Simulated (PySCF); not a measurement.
C5H6Se, SMILES C=CC1=C[Se]C1.

Geometry: B3LYP-D3(BJ)/def2-SVP. This is a generated structure with no PubChem entry under its InChIKey; it may be hypothetical. The values are those of a single conformer.

Two levels are set side by side: PBE/def2-TZVP (PySCF) and r2SCAN/def2-TZVP (PySCF). Same geometry, gas phase. Differences are taken from unrounded values.

```json
[
 {"quantity": "orbital gap (eV)", "r2SCAN": "3.27", "PBE": "2.98", "PBE minus r2SCAN": "-0.28"},
 {"quantity": "highest occupied level (eV)", "r2SCAN": "-5.05", "PBE": "-4.89", "PBE minus r2SCAN": "0.16"},
 {"quantity": "lowest empty level (eV)", "r2SCAN": "-1.78", "PBE": "-1.90", "PBE minus r2SCAN": "-0.12"},
 {"quantity": "dipole moment (D)", "r2SCAN": "0.95", "PBE": "0.78", "PBE minus r2SCAN": "-0.17"},
 {"quantity": "mean polarisability (bohr³)", "r2SCAN": "91.5", "PBE": "92.9", "PBE minus r2SCAN": "1.3"}
]
```

Rough cost on one machine, each run with all the roots and properties that it gave: r2SCAN against PBE about 3 times.
